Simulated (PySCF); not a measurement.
CClF2, SMILES F[C](F)Cl (connectivity only; charge and spin as stated), charge +1, multiplicity 1. Atoms are numbered in the order given.

```xyz
4

F      0.0000     1.0592    -1.0414
C      0.0000     0.0000    -0.3777
F      0.0000    -1.0592    -1.0414
Cl     0.0000     0.0000     1.2360
```
Charge +1, spin multiplicity 1.

Geometry: ωB97X-D3(BJ)/def2-TZVP. The spin state was assumed, not searched. The isomer is the one that the SMILES or the coordinates give; other isomers of the formula were not compared.

Level of theory: TDA-ωB97X/def2-SVPD in PySCF 2.14.0.

Vertical excitations.  State labels are in the subgroup C2v.

### Question
List the lowest excited states. (Estimate from the structure and the level; the computed values follow.)

### Answer

| state | symmetry | energy (eV) | λ (nm) | f | main pairs |
|---|---|---|---|---|---|
| S1 | A2 | 5.66 | 219 | 0.000 | HOMO→LUMO 100 % |
| S2 | A1 | 7.65 | 162 | 0.209 | HOMO−1→LUMO 91 % |
| S3 | B1 | 8.68 | 143 | 0.004 | HOMO−2→LUMO 98 % |
| S4 | A2 | 8.75 | 142 | 0.000 | HOMO−3→LUMO 99 % |
| S5 | B2 | 9.55 | 130 | 0.003 | HOMO→LUMO+1 91 % |
| S6 | B1 | 9.97 | 124 | 0.000 | HOMO−1→LUMO+1 95 % |
| S7 | B2 | 10.72 | 116 | 0.102 | HOMO−4→LUMO 90 % |
| S8 | B2 | 11.89 | 104 | 0.077 | HOMO→LUMO+2 89 % |
| S9 | B1 | 12.31 | 101 | 0.027 | HOMO−5→LUMO 49 %, HOMO−1→LUMO+2 46 % |
| S10 | B1 | 12.58 | 99 | 0.072 | HOMO−1→LUMO+2 46 %, HOMO−5→LUMO 45 % |
| T1 | A2 | 5.40 | 230 | 0 | HOMO→LUMO 100 % |
| T2 | A1 | 5.50 | 225 | 0 | HOMO−1→LUMO 99 % |
| T3 | B1 | 8.13 | 153 | 0 | HOMO−2→LUMO 96 % |
| T4 | B2 | 8.37 | 148 | 0 | HOMO→LUMO+1 92 % |
Triplets are in the Tamm–Dancoff approximation.
